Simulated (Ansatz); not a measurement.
Basis sets compared for (H3Sn)2S (Sn2H6S). Charge 0, multiplicity 1. Geometry r2SCAN-D4/def2-SVP. Ansatz on 4 threads of Arm Neoverse V1 on a shared host; times are rough, and most runs start from earlier orbitals.

```xyz
9

Sn    1.3712    1.1662   -0.4363
H     0.3736    2.0416   -1.5208
H     3.0227    1.3205   -0.8446
H     1.0744    1.6773    1.1743
S     0.8856   -1.2100   -0.6230
Sn   -1.3206   -1.2360    0.4011
H    -1.9530   -2.7874    0.0667
H    -1.1729   -0.9697    2.0878
H    -2.2810   -0.0023   -0.3053
```

In the def2 sets Sn takes a core potential; there is no spin–orbit coupling.

Binding counts from free atoms (Sn triplet, H doublet, S triplet) in the same basis, without a counterpoise term.

```
           level  functions  energy (Eh)  HOMO (eV)  LUMO (eV)  binding per atom (eV)  wall time
 PBE-D4/def2-SVP        100    -830.0671      -5.76      -1.59                   2.38     0.85 s
PBE0-D4/def2-SVP        100    -830.1313      -6.97      -0.78                   2.37      1.4 s
```

Question: Estimate the rows for PBE-D4/def2-TZVP (with forces), PBE0-D4/def2-TZVP.

Answer: 
| level | functions | energy (Eh) | HOMO (eV) | LUMO (eV) | binding per atom (eV) | wall time |
| --- | --- | --- | --- | --- | --- | --- |
| PBE-D4/def2-TZVP (with forces) | 173 | -830.2298 | -5.91 | -1.75 | 2.40 | 2 s |
| PBE0-D4/def2-TZVP | 173 | -830.2898 | -7.08 | -0.95 | 2.40 | 2.4 s |
